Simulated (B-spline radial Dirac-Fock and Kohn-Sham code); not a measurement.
## The Ne-like isoelectronic sequence (10 electrons), Z = 56 to 63

Model: multi-electron Dirac-Fock with separately optimised hole states, Breit and Lamb-shift corrections added in first order. Program: a radial finite-basis atomic code. Binding energies in eV, tabulated ground configurations ([He] 2s2 2p6 throughout). Correlation energy is missing from these numbers.

```
  ion       1s       2s    2p1/2  outermost level  NIST ionisation energy
Ba⁴⁶⁺  40728.3   9041.6   8719.7   8325.8 (2p3/2)                8326 ± 4
La⁴⁷⁺  42328.9   9425.3   9095.5   8669.3 (2p3/2)                8669 ± 4
Ce⁴⁸⁺  43964.7   9818.2   9480.6   9019.8 (2p3/2)                9020 ± 4
Pr⁴⁹⁺  45636.1  10220.4   9874.8   9377.5 (2p3/2)                9378 ± 4
Nd⁵⁰⁺        ?        ?        ?                ?                       ?
Pm⁵¹⁺  49087.4  11053.5  10691.6  10114.1 (2p3/2)               10115 ± 4
Sm⁵²⁺  50867.9  11484.6  11114.3  10493.1 (2p3/2)               10494 ± 4
Eu⁵³⁺  52685.8  11925.5  11546.9  10879.3 (2p3/2)               10880 ± 5
```

Q: Fill in the row of Nd⁵⁰⁺.

A: 1s 47343.6, 2s 10632.2, 2p1/2 10278.5, outermost 9742.3 (2p3/2), NIST 9742 ± 4 eV.

NIST's values are for the lowest levels; a dash marks a value that is missing or belongs to another shell. Their kind here: theoretical. 

Values without a named source are computed, but for edge energies of neutral atoms, which are taken from tables.
